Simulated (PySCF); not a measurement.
A structure optimised at PBE-D3(BJ)/def2-SVP, used in a PySCF frequency run:

```xyz
7

F     -1.3789     0.8071     1.3883
Ge    -0.7008    -0.0005     0.0000
F     -1.3789     0.8071    -1.3883
F     -1.4267    -1.5866     0.0000
As     1.7180     0.0552     0.0000
H      1.6953    -1.0259    -1.0984
H      1.6953    -1.0259     1.0984
```

Question: Write its SMILES, formula and point group.

Answer: [F][Ge]([F])([F])[AsH2], AsF₃GeH₂, Cs

Question: What are its rotational constants (standard atomic weights)?

Answer: 3.3580, 1.1271, 1.1250 GHz
